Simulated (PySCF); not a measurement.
FOS, SMILES O=[S]F, multiplicity 2.

Geometry: B3LYP-D3(BJ)/def2-TZVP. The isomer is the one that the SMILES or the coordinates give; other isomers of the formula were not compared.

Two levels are set side by side: PBE/def2-TZVPD (PySCF) and CAM-B3LYP/def2-TZVPD (PySCF). Same geometry, gas phase. Differences are taken from unrounded values.

| quantity | CAM-B3LYP |
|---|---|
| α-spin orbital gap (eV) | 8.68 |
| β-spin orbital gap (eV) | 9.46 |
| dipole moment (D) | 1.79 |
| mean polarisability (bohr³) | 25.1 |

Q: What does PBE give, and how far is it from CAM-B3LYP? (The exact figures need the calculation; the answer reports its results.)

A: 
| quantity | PBE | PBE minus CAM-B3LYP |
|---|---|---|
| α-spin orbital gap (eV) | 3.54 | -5.14 |
| β-spin orbital gap (eV) | 4.30 | -5.16 |
| dipole moment (D) | 1.51 | -0.27 |
| mean polarisability (bohr³) | 26.2 | 1.1 |

PBE's more diffuse valence density responds more strongly to a field. Differences between two approximate levels are no errors against the true value.

Rough cost on one machine, each run with all the roots and properties that it gave: CAM-B3LYP against PBE within a factor of 2.
